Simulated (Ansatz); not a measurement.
Redistribution: SiH2(NH2)(SiH3) + C2H11NSi2 → SiH(NH2)2(SiH3) + C2H10Si2

Gas-phase species: SiH2(NH2)(SiH3), singlet; C2H11NSi2 `CC[SiH](N)[SiH3]`, singlet; SiH(NH2)2(SiH3), singlet; C2H10Si2 `CC[SiH2][SiH3]`, singlet. The partners trade H for NH2; both sit on Si, so the bond types are kept.

Shapes, held fixed at every level: PBE0-D4/def2-TZVP. Flexible molecules stand in one conformer, not always the lowest. Programs: Ansatz 0.2.0. Electronic energies: no zero-point or thermal term.

(1) Estimate ΔE of this reaction.

## Answers

(1) The highest level, CCSD(T)/CBS estimate, gives ΔE = -17.8 kJ/mol; the levels span -20.8 to -14.3. The column of differences is taken from that level and isn't an error. No measured value is set beside it here. The CBS estimate extrapolates MP2 from def2-TZVPP and def2-QZVPP and adds CCSD(T) − MP2 in the triple-zeta set, cores frozen.

```
               level                    kind  ΔE (kJ/mol)  less CCSD(T)/CBS estimate
         HF/def2-SVP            Hartree–Fock        -14.3                       +3.5
    SPW92/def2-TZVPP                     LDA        -20.8                       -3.0
   PBE-D4/def2-TZVPP                     GGA        -18.7                       -0.9
  PBE0-D4/def2-TZVPP           global hybrid        -18.1                       -0.3
  wB97X-V/def2-TZVPP  range-separated hybrid        -16.5                       +1.3
       CCSD/def2-SVP   coupled cluster or CI        -14.8                       +3.0
CCSD(T)/CBS estimate   coupled cluster or CI        -17.8                        0.0
```
